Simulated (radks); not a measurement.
Initial-state core-level shifts of the krypton ion Kr+ when its valence configuration changes from [Ar] 3d10 4s2 4p5. Method: Dirac Kohn-Sham, LDA (Slater exchange, Perdew-Wang correlation), spin-unpolarised, spherical densities, finite nucleus; open shells fill j = l - 1/2 first; Fermi nuclear charge, rms radius 4.1884 fm; computed with a radial shooting solver on a logarithmic mesh with Libxc functionals. Shifts are changes of the shell-averaged eigenvalues in eV (positive: less bound); the change of the density at the nucleus, which sets a Mossbauer isomer shift, is in e/bohr^3, on a base of 4.918e+04.

[
 {"valence": "3d9 4s2 4p6", "1s": "-16.764", "2s": "-18.604", "2p": "-18.463", "3s": "-13.877", "density at nucleus": "+21.226"},
 {"valence": "3d9.5 4s2 4p5.5", "1s": "-8.280", "2s": "-9.182", "2p": "-9.111", "3s": "-6.906", "density at nucleus": "+10.460"},
 {"valence": "3d10 4s1 4p6", "1s": "-1.624", "2s": "-1.595", "2p": "-1.580", "3s": "-1.598", "density at nucleus": "-45.360"}
]
